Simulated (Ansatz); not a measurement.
The pair A = CH5N (SMILES CN) (first 7 atoms), B = CH6Si (SMILES C[SiH3]); geometry from B3LYP-D3(BJ)/def2-TZVP.
(charge 0, multiplicity 1):
```
atom    x (Å)    y (Å)    z (Å)
----  -------  -------  -------
C     -0.9787   0.2707   0.0891
N      0.4280   0.1575   0.4703
H     -1.2348  -0.5492  -0.5836
H     -1.1271   1.2007  -0.4617
H     -1.6881   0.2560   0.9270
H      0.5962  -0.7062   0.9716
H      0.6962   0.9170   1.0842
C      1.4717  -0.1681   4.2138
Si    -0.3894  -0.0408   4.0138
H      1.7447  -1.1060   4.7012
H      1.8515   0.6517   4.8263
H      1.9803  -0.1304   3.2491
H     -0.9086  -1.1581   3.1886
H     -0.7630   1.2350   3.3567
H     -1.0533  -0.0935   5.3391
```

Frozen-core correlation. MP2 and its Hartree–Fock in aug-cc-pV(T+d)Z are density fitted.

Codes used: Ansatz (a quantum-chemistry and plane-wave program) with Gaussian orbitals. Each number belongs to the level named beside it.

The counterpoise-corrected interaction energy is E(AB) − E(A in the pair's basis) − E(B in the pair's basis). Total energies (hartree):

| level | AB | A in the pair's basis | B in the pair's basis |
|---|---|---|---|
| HF/aug-cc-pV(D+d)Z | -425.5298636 | -95.2310062 | -330.3012238 |
| MP2/aug-cc-pV(D+d)Z | -426.1477937 | -95.5740940 | -330.5720472 |
| HF/aug-cc-pV(T+d)Z | -425.5795717 | -95.2555043 | -330.3264153 |
| MP2/aug-cc-pV(T+d)Z | -426.3196426 | -95.6673237 | -330.6501446 |
| CCSD(T)/aug-cc-pV(D+d)Z | -426.2398864 | -95.6141443 | -330.6239592 |

Work out the counterpoise-corrected interaction energy at the basis-set limit: extrapolate the MP2 correlation part as X⁻³, take Hartree–Fock from the larger set, and add the CCSD(T) − MP2 difference of aug-cc-pV(D+d)Z.


1. Differences (1 hartree = 627.509 kcal/mol): HF/aug-cc-pV(D+d)Z 1.485; MP2/aug-cc-pV(D+d)Z -1.037; HF/aug-cc-pV(T+d)Z 1.473; MP2/aug-cc-pV(T+d)Z -1.364; CCSD(T)/aug-cc-pV(D+d)Z -1.119.
2. Correlation parts, MP2 less HF: -2.522 in aug-cc-pV(D+d)Z (X = 2), -2.838 in aug-cc-pV(T+d)Z (X = 3).
3. Limit (3³·(-2.838) − 2³·(-2.522))/(3³ − 2³) = -2.971; with HF/aug-cc-pV(T+d)Z it gives -1.497.
4. CCSD(T) less MP2 in aug-cc-pV(D+d)Z: -0.082.
Result: -1.58 kcal/mol, against -1.04 at MP2/aug-cc-pV(D+d)Z. It is an estimate of this method's limit, not of the exact value.
